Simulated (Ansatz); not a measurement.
Consider the atomization: `Cl[Si](Cl)([SeH])[SeH]` → 2 Cl• + 2 H• + 2 Se• + Si•.

Calculated with Ansatz (gas phase, PBE0-D4/def2-TZVP geometries, no zero-point term in ΔE). CCSD(T)/CBS is the MP2 limit (def2-TZVPP, def2-QZVPP) plus CCSD(T) − MP2 in def2-TZVPP, frozen cores. This one scheme is used for every species, atoms too. For atomizations the MP2-based limit and the directly extrapolated one differ by several kJ/mol either way, and by 10 to 25 for some Ge, Se and Sn compounds, so smaller differences from it don't rank the levels. Functionals use def2-TZVPP. Open shells (•) are unrestricted, without spin–orbit coupling. Spin–orbit coupling would lower the free atoms: a little for Cl, Si; clearly for Se. Bonds to Se are less sure, by a few kJ/mol each and by 10 to 20 or more in all where they break to atoms, as the def2 sets lack core-valence functions. Scalar relativity is left out up to krypton. Each species was taken in one conformer, which may not be the lowest.

CCSD(T)/CBS gives +491.2 kcal/mol.

**Question.** Another level gave +490.3 kcal/mol. Which?
A. CAM-B3LYP-D4/def2-TZVPP
B. CCSD/def2-TZVPP
C. ωB97X-V/def2-TZVPP
D. HF/def2-TZVPP

**Answer.** C. ωB97X-V 490.3, HF/def2-TZVPP 333.3, CAM-B3LYP-D4 476.8, CCSD/def2-TZVPP 456.6 kcal/mol.

Largest T1 diagnostic among the species: 0.012.

Leaving LDA and LC-ωPBE aside and taking each functional with its dispersion term where it has one, the values, not all of them listed here, spread over 29.0 kcal/mol, from BHLYP-D4 to PBE-D4. LDA lies +79.3 kcal/mol from PBE without D4, its usual overbinding. From r2SCAN to r2SCAN0 (25 % exact exchange), in def2-TZVPP and without D4, ΔE moves by −10.1 kcal/mol: exact exchange takes away binding that semilocal exchange gives to molecules.
